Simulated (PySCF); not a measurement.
A run for PySCF: R-M06-2X/6-31G* on N2 (SMILES N#N).

```python
from pyscf import gto, scf, dft, mp
from pyscf.data.elements import chemcore

mol = gto.M(
    atom='''
    N    -0.01034290   -0.04568317    4.35146959
    N    -0.06875605   -0.18400627    3.27118572
    ''',
    basis='6-31g*',
    cart=True,
    charge=0, spin=0, verbose=3, max_memory=1800)
mf = dft.RKS(mol, xc='m062x')
mf.conv_tol = 1e-8
mf.max_cycle = 100
mf.kernel()
if not mf.converged:
    mf = mf.newton().run(mf.mo_coeff, mf.mo_occ)
```

**Question.** What total energy does the run end on?

**Answer.** -109.4872 hartree.
